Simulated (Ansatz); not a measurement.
`C[S][Cd][F]` + `[NH2][Al]([F])[F]` → `[F][Cd][F]` + `C[S][Al]([NH2])[F]`  (redistribution)

Program: Ansatz. Geometries: PBE0-D4/def2-TZVP. ΔE: electronic, gas phase. CBS: MP2 limit from def2 TZ/QZ plus the TZ coupled-cluster correction, frozen cores. DFT in def2-TZVPP. def2 core potentials past Kr. For Cd outer-core shells are correlated without core-valence functions, which leaves a few kJ/mol of doubt a bond. One conformer a species, not always the lowest.

| species | B2PLYP energy (Eh) |
| --- | --- |
| `C[S][Cd][F]` | -705.52889 |
| `[NH2][Al]([F])[F]` | -498.14153 |
| `[F][Cd][F]` | -367.38769 |
| `C[S][Al]([NH2])[F]` | -836.23009 |

Work out ΔE.

ΔE = (-367.38769) + (-836.23009) − (-705.52889) − (-498.14153) = 0.05264 Eh = +138.2 kJ/mol. CCSD(T)/CBS gives +136.6 kJ/mol.

Largest T1 diagnostic among the species: 0.018.

From PBE to PBE0 (25 % exact exchange), in def2-TZVPP and without D4, ΔE moves by +5.3 kJ/mol.
